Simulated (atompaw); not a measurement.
**nickel (Ni): PAW (atompaw) pseudisation with PBE, scalar-relativistic reference atom.**

| Quantity | Value |
| --- | --- |
| Element | Ni |
| Generator | atompaw 4.2.0.5 |
| Type | PAW |
| Functional | PBE |
| Relativity | scalar-relativistic |
| Frozen core | [Ar] |
| Valence charge | 10 |
| Reference configuration | 3d8 4s1.5 4p0 (charge +0.5) |
| Partial waves | 4s (bound); 4s channel at 2.4 Ry; 4p (bound, empty); 4p channel at 2 Ry; 3d (bound); 3d channel at 1.6 Ry |
| Local potential | bessel scheme, radius 2.00 bohr |
| Core correction | smooth core density matched at 2.50 bohr |
| Augmentation charge | sinc compensation charge, radius 2.25 bohr; PAW radius 3.00 bohr; waves and projectors: bloechl |

- Cutoffs needed: 21 Ry and 30 Ry (the cutoffs (Ry, on a coarse ladder) from which the occupation-weighted sum of valence levels, in a spherical-Bessel basis at the reference potential, stays within 10 and 1 mRy of its value at 400 Ry)
- Ghost test: no extra level below or beside the all-electron valence levels (s, p, d, f tested) (spherical-Bessel basis up to 400 Ry, 20 bohr box)
- Lowest eigenvalue of the overlap operator: 0.47 (s channel)
- Overlap eigenvalues printed by atompaw (projector basis): 0.202, 0.248, 0.685, 1.12, 4.34, 45.9
- Share of each valence orbital outside the PAW sphere: 4s 31 %, 4p 61 %, 3d 1 %
